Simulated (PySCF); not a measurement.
Dipole response of Os+ (osmium, charge +1)

[Xe] 4f14 5d6 6s1, high-spin 6D determinant. All numbers are calculated (PySCF 2.14, scalar relativity through the core potential, in aug-cc-pwCVTZ-PP with ECP60MDF). Coupled (time-dependent) response in atomic units; α is the mean over directions.

| method | mean α (bohr³) | α xx, yy, zz | C₆ (like pair) | S(−4) |
| --- | --- | --- | --- | --- |
| PBE0 | 28.12 | 28.44, 28.44, 27.48 | 233.1 | 303.7 |

S(−4) is the Cauchy moment in α(ω) = α(0) + S(−4) ω² + …

Spin-orbit coupling is absent.

α(iu) at PBE0:

```tsv
u (hartree)	α(iu) (bohr³)
0	28.12
0.0500	27.39
0.100	25.49
0.200	20.48
0.300	16.16
0.500	10.79
0.750	7.362
1.00	5.441
1.50	3.379
2.00	2.312
3.00	1.271
5.00	0.5419
```

A single London oscillator, α(iu) = α/(1 + u²/ω²), gives C₆ = (3/4) ω α². Matching the computed C₆ needs ω = 4 × 233.1 / (3 × 28.12²) = 0.393 hartree.

For an ion, C₆ is the dispersion term alone; charge-induced terms of lower order in 1/R come first.

The components differ because the open shell of this determinant is not spherical; for a pure term their mean is the scalar polarisability.

Energies and moments cover only the electrons outside the core potential. Spin-orbit coupling, absent here, splits the open shell strongly.
